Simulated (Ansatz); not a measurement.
`CCCC1CCCCC1` at its PBE0-D4/def2-TZVP geometry, where that method's forces vanish. Charge 0, multiplicity 1.

```xyz
27

C    -0.0281   -3.1129   -0.4302
C     1.1405   -2.3686    0.1951
C     0.7314   -1.1772    1.0529
C    -0.0261   -0.0645    0.3389
C    -0.5330    0.9723    1.3527
C    -0.7933    2.3459    0.7248
C    -1.2153    2.2016   -0.7286
C    -0.0793    1.5935   -1.5595
C     0.7926    0.6389   -0.7354
H    -0.5682   -2.4922   -1.1490
H     0.3104   -4.0061   -0.9604
H    -0.7446   -3.4313    0.3331
H     1.7124   -3.0612    0.8216
H     1.8303   -2.0441   -0.5910
H     1.6273   -0.7427    1.5141
H     0.1112   -1.5392    1.8834
H    -0.9005   -0.5091   -0.1533
H     0.2020    1.0722    2.1596
H    -1.4482    0.5937    1.8199
H     0.1165    2.9552    0.7686
H    -1.5485    2.8878    1.3002
H    -1.5155    3.1661   -1.1466
H    -2.1017    1.5593   -0.7778
H     0.5465    2.3910   -1.9718
H    -0.4999    1.0613   -2.4183
H     1.2779   -0.0819   -1.3981
H     1.6030    1.1922   -0.2448
```

(1) What forces (eV/Å) does r2SCAN-D4/def2-TZVPP give on these atoms in Ansatz? (Estimate.)

Answers

(1) Computed: 
```
C1  -0.107 -0.074 -0.068
C2   0.144 -0.054 -0.023
C3   0.035 -0.005  0.128
C4  -0.084 -0.071 -0.060
C5  -0.034 -0.020  0.165
C6   0.006  0.162  0.076
C7  -0.161  0.059 -0.054
C8   0.025  0.042 -0.171
C9   0.168 -0.040 -0.030
H10  0.012 -0.013  0.008
H11 -0.010  0.014  0.008
H12  0.006  0.010 -0.008
H13  0.000 -0.001 -0.003
H14  0.001 -0.004  0.006
H15  0.004  0.012  0.003
H16 -0.006 -0.003  0.010
H17 -0.012 -0.004 -0.008
H18  0.006 -0.005  0.003
H19 -0.001 -0.005  0.003
H20  0.003  0.003 -0.008
H21  0.005  0.003 -0.002
H22 -0.004 -0.004  0.000
H23 -0.002 -0.003  0.008
H24 -0.001  0.001  0.000
H25  0.000 -0.001 -0.001
H26  0.002  0.002  0.000
H27  0.007  0.000  0.017
```
